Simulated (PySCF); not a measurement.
# Computed properties of CH3BO, SMILES [BH3-]C#[O+]

CH3BO, SMILES [BH3-]C#[O+]. Geometry optimised at B3LYP-D3(BJ)/def2-TZVP. The values are those of a single conformer. All values are computed for the isolated molecule unless a solvent is named; none is compared with measurement here.

**Structure.** The optimised structure has C3v symmetry. All 12 harmonic modes at B3LYP-D3(BJ)/def2-TZVP (PySCF) are real, so it is a minimum. With heavy atoms numbered as in [BH3-:1][C:5]#[O+:6], the shortest bond between them is C5–O6 at 1.129 Å and the longest B1–C5 at 1.520 Å.

**Vibrations.** The strongest infrared lines (harmonic, unscaled, degenerate partners summed) lie at 2213 cm⁻¹ (491 km/mol, C 60 %, O 39 %), 2525 cm⁻¹ (82 km/mol, H 90 %, B 10 %), 758 cm⁻¹ (31 km/mol, B 46 %, O 22 %, H 21 %, C 11 %). The softest mode is at 305 cm⁻¹ and the zero-point energy is 23.0 kcal/mol.

**Electronic structure.** B3LYP/def2-TZVPD (PySCF) places the frontier levels at -9.39 and -1.73 eV, a gap of 7.66 eV, and gives a dipole moment of 1.35 D and a mean polarisability of 34.0 bohr³. PBE/def2-TZVPD (PySCF) at the same geometry gives -8.28 and -2.47 eV, so its gap is 1.85 eV narrower. An orbital gap is neither the optical nor the fundamental gap.

**Excitations.** TDA-M06-2X/def2-SVPD (PySCF) has S1 at 6.53 eV (190 nm, f = 0.000, dark); the most intense of the 10 singlets computed lies at 8.72 eV (f = 0.77). Strengths of degenerate partners are summed. T1 (TDA) is at 5.96 eV, 0.57 eV under S1. TDA-PBE/def2-SVPD (PySCF) puts S1 at 5.76 eV. No vertical singlet excitation falls in the visible range (under 3.1 eV).

**NMR.** GIAO shifts at KT2/pcSseg-2 (PySCF) (non-relativistic, atoms alike by connectivity averaged): ¹³C at 182.6 ppm against TMS; ¹H at 1.4 ppm against TMS; ¹¹B at -72.7 ppm against BF3.
